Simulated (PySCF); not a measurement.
# Unknown compound

An unknown has the formula C7H11ClOSi. Its calculated NMR data are:

1H NMR (300 MHz, computed): δ 7.82 (t, 1H), 4.54 (m, 2H), 3.13 (m, 1H), 1.18 (m, 2H), 1.03 (m, 2H), 0.37 (t, 3H).

13C{1H} NMR (computed): δ 199.7, 155.8, 144.1, 18.5, 17.7, -8.5.

[PySCF 2.14.0 with density-fitted response routines: structure optimised with GFN2-xTB; shielding tensors at PBE0/pcSseg-1 (GIAO); one conformer; non-relativistic; one averaged value for each set of equivalent atoms; gas phase]

Chemical shifts δ = σref − σ; 1H (31.72 ppm), 13C (186.93 ppm) against TMS, all at this level.

Question: What is the structure?

Answer: 
The formula gives 3 degrees of unsaturation (1 ring in the answer). 6 carbon signals for 7 carbons: some carbons are equivalent by symmetry or fast rotation. Carbon types of the structure: 2 × C, 2 × CH, 2 × CH2, 1 × CH3, leaving 2 H on heteroatoms. δC 199.7: ketone carbonyl carbon; the double bond to the heteroatom, with no lone-pair donor beside it, deshields it most. δC 155.8: α carbon of a C=C–C=O unit; an sp2 carbon of a C=C bond. δC 144.1: β carbon of a C=C–C=O unit; conjugation with the carbonyl draws π density from the β position. δC 18.5, 17.7: three-membered-ring carbon; carbons of three-membered rings are unusually shielded. δC -8.5: methyl carbon bonded to Si; an electropositive neighbour leaves it electron-rich and shielded. δH 7.82: hydrogen on a β carbon of a C=C–C=O unit; a vinylic proton, deshielded by the sp2 carbon and the C=C anisotropy. δH 0.37: hydrogen on a methyl carbon bonded to Si; an electropositive neighbour shields it, as in TMS itself.

These data were computed for `C[SiH2]/C=C(\Cl)C(=O)C1CC1`.

The shifts were computed for this structure.

Carbons that carry Cl, above all several Cl atoms, come out too deshielded, partly because spin–orbit coupling is missing. Shifts are as computed. Against solution values, carbons near 30 ppm lie about +3 ppm off and those near 130 ppm about +5 ppm; carbons on Cl a further +6 ppm. Of 1211 compounds with measured shifts, 218 miss one by over three times the rms of a fit or turn the order of signals round; such compounds aren't used in these exercises. Multiplicities follow the n + 1 count of equivalent neighbours, as no J values were calculated; m marks all less simple cases, F and P coupling included.
